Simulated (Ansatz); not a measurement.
Ideal-gas functions of NSb, SMILES `[N]#[Sb]` at 298.15 K and 1 bar, from an Ansatz frequency run at PBE0-D4/def2-TZVP.

Molar mass 135.77 g/mol, point group C∞v (symmetry number 1), electronic degeneracy 1, moments of inertia 40.878 u Å². Harmonic wavenumbers (cm⁻¹, unscaled): 977.

Use S(trans) = R[1.5 ln M + 2.5 ln T − 1.1517]; rotational temperatures θ = 24.2544 K / I; S(rot) = R[ln(T/σθ) + 1]; for each mode x = 1.438777 ν̃/T, S = R[x/(eˣ − 1) − ln(1 − e⁻ˣ)] and H = RT x/(eˣ − 1); 1 cm⁻¹ = 0.0119627 kJ/mol; R = 8.31446 J/(mol·K).

**Question.** By hand: the entropy, in J/(mol·K).

**Answer.** Translation 170.1. Rotation: θ = 0.5933 K, giving 60.0. Vibration, mode by mode: 0.43, in all 0.4. Electronic 0.0. Sum 230.5 J/(mol·K).

**Question.** By hand: H − E and G − E in kJ/mol, counted from the electronic energy.

**Answer.** Zero-point energy ½ × 977 × 0.0119627 = 5.8; thermal vibration 0.1; translation, rotation and pV give 3.5 RT = 8.7. H − E = 14.6 kJ/mol, and G − E = 14.6 − 298.15 × 230.5/1000 = -54.1 kJ/mol.

Vibration gives 0 % of the entropy; all modes have x over 3 and are hardly excited.
